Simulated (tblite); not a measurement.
Compound: C8H15P.
SMILES with atom numbers: `[CH3:1][C@@H:2]1[CH2:3][P:4]1[CH:5]1[CH2:6][CH2:7][CH2:8][CH2:9]1` (hydrogens: H10, H11, H12 on C1; H13 on C2; H14, H15 on C3; H16 on C5; H17, H18 on C6; H19, H20 on C7; H21, H22 on C8; H23, H24 on C9)

Computed with GFN2-xTB (tblite), gas phase: L-BFGS steps from a force-field or distance-geometry start until the largest atomic force falls under 0.01 eV/Å.

Step 3: E = -742.3550 eV
```
atom  x, y, z in Å  |  force x, y, z in eV/Å
C1      3.4424   -0.8367    0.5862   -0.040  -0.014  -0.061
C2      2.1720   -0.6184   -0.1930   -0.054   0.023  -0.007
C3      2.1507    0.3429   -1.3518   -0.017   0.023   0.033
P4      1.2048    0.9312    0.1224   -0.093  -0.053   0.008
C5     -0.5065    0.2976   -0.3040    0.099  -0.019  -0.020
C6     -1.5104    1.4414   -0.4455   -0.037  -0.070  -0.032
C7     -2.8643    0.7391   -0.3453   -0.052   0.003  -0.034
C8     -2.6231   -0.5298    0.4931   -0.037   0.022  -0.030
C9     -1.1244   -0.5648    0.8011    0.016   0.043  -0.111
H10     4.0083    0.0855    0.6853    0.009   0.028  -0.012
H11     3.1980   -1.2043    1.5795    0.079  -0.031   0.069
H12     4.0557   -1.5784    0.0797    0.131  -0.036   0.012
H13     1.5993   -1.5391   -0.2997   -0.033   0.162  -0.104
H14     1.6002    0.0711   -2.2452    0.046   0.010   0.059
H15     3.0543    0.9066   -1.5551    0.017  -0.137   0.003
H16    -0.4828   -0.2771   -1.2408    0.048   0.052   0.087
H17    -1.3953    2.1526    0.3743    0.086  -0.023   0.028
H18    -1.3928    1.9813   -1.3842    0.021   0.027   0.003
H19    -3.6110    1.3868    0.1074   -0.079   0.019  -0.010
H20    -3.2105    0.4632   -1.3414   -0.052   0.029  -0.008
H21    -3.2060   -0.5184    1.4086   -0.100  -0.037   0.086
H22    -2.9089   -1.4083   -0.0818   -0.041  -0.087   0.017
H23    -0.9282   -0.1227    1.7787    0.054   0.054  -0.007
H24    -0.7330   -1.5815    0.8018    0.028   0.012   0.030
```

Step 4: E = -742.3596 eV
```
atom  x, y, z in Å  |  force x, y, z in eV/Å
C1      3.4444   -0.8388    0.5862   -0.071   0.012  -0.059
C2      2.1718   -0.6167   -0.1917   -0.049  -0.011  -0.007
C3      2.1481    0.3452   -1.3495    0.021   0.007  -0.018
P4      1.2055    0.9341    0.1260   -0.134  -0.100  -0.030
C5     -0.5076    0.2978   -0.3035    0.111  -0.010  -0.039
C6     -1.5130    1.4406   -0.4466    0.030  -0.045  -0.008
C7     -2.8670    0.7386   -0.3457   -0.045   0.026  -0.024
C8     -2.6262   -0.5302    0.4933   -0.030   0.008  -0.018
C9     -1.1278   -0.5650    0.7994    0.094   0.057  -0.062
H10     4.0073    0.0861    0.6843    0.014   0.008  -0.009
H11     3.2010   -1.2050    1.5815    0.084  -0.026   0.029
H12     4.0609   -1.5794    0.0802    0.092  -0.014   0.019
H13     1.5962   -1.5348   -0.3056   -0.023   0.150  -0.067
H14     1.6010    0.0703   -2.2464    0.054   0.030   0.116
H15     3.0563    0.9007   -1.5550    0.004  -0.107   0.008
H16    -0.4808   -0.2768   -1.2398    0.053   0.049   0.074
H17    -1.3906    2.1503    0.3744    0.044  -0.027   0.015
H18    -1.3911    1.9828   -1.3842   -0.003   0.007   0.015
H19    -3.6135    1.3873    0.1064   -0.072   0.011  -0.009
H20    -3.2127    0.4648   -1.3423   -0.056   0.014  -0.013
H21    -3.2083   -0.5200    1.4104   -0.085  -0.029   0.055
H22    -2.9096   -1.4109   -0.0802   -0.051  -0.068   0.015
H23    -0.9249   -0.1214    1.7755    0.016   0.054   0.003
H24    -0.7312   -1.5798    0.8034    0.002   0.003   0.012
```

**Question.** Estimate the geometry and energy of step 5. (The exact step hangs on the optimiser's Hessian estimate; all steps are aligned on step 4, rigid shifts and turns removed.)

**Answer.** E = -742.3642 eV, largest force 0.151 eV/Å
```
atom  x, y, z in Å  |  force x, y, z in eV/Å
C1      3.4456   -0.8409    0.5854   -0.059   0.025  -0.032
C2      2.1709   -0.6147   -0.1904   -0.015  -0.031  -0.001
C3      2.1457    0.3478   -1.3470    0.052  -0.011  -0.032
P4      1.2040    0.9355    0.1296   -0.106  -0.097  -0.048
C5     -0.5073    0.2981   -0.3036    0.059   0.000  -0.044
C6     -1.5151    1.4390   -0.4479    0.071  -0.007   0.014
C7     -2.8709    0.7384   -0.3466   -0.015   0.034  -0.002
C8     -2.6304   -0.5308    0.4935    0.003  -0.011   0.002
C9     -1.1297   -0.5641    0.7968    0.103   0.045   0.010
H10     4.0063    0.0867    0.6829    0.006  -0.019  -0.011
H11     3.2063   -1.2061    1.5839    0.078  -0.014  -0.031
H12     4.0684   -1.5806    0.0814    0.022   0.029   0.027
H13     1.5919   -1.5272   -0.3138   -0.033   0.081  -0.028
H14     1.6027    0.0700   -2.2455    0.034   0.035   0.125
H15     3.0589    0.8921   -1.5548    0.018  -0.046   0.010
H16    -0.4775   -0.2757   -1.2377    0.055   0.018   0.013
H17    -1.3844    2.1469    0.3746   -0.005  -0.031   0.002
H18    -1.3894    1.9845   -1.3838   -0.026  -0.014   0.024
H19    -3.6178    1.3882    0.1051   -0.049   0.001  -0.010
H20    -3.2164    0.4668   -1.3437   -0.054   0.001  -0.011
H21    -3.2124   -0.5225    1.4131   -0.043  -0.016  -0.004
H22    -2.9115   -1.4151   -0.0781   -0.050  -0.022   0.024
H23    -0.9209   -0.1188    1.7715   -0.024   0.053   0.008
H24    -0.7291   -1.5777    0.8055   -0.023  -0.001  -0.007
```

The energy changes by -0.0046 eV. The first-order estimate −F·Δx gives -0.0070 eV and the mean of the old and new forces, exact on a quadratic surface, -0.0047 eV. The step makes an angle of 52° with the force vector and moves no atom by more than 0.012 Å.
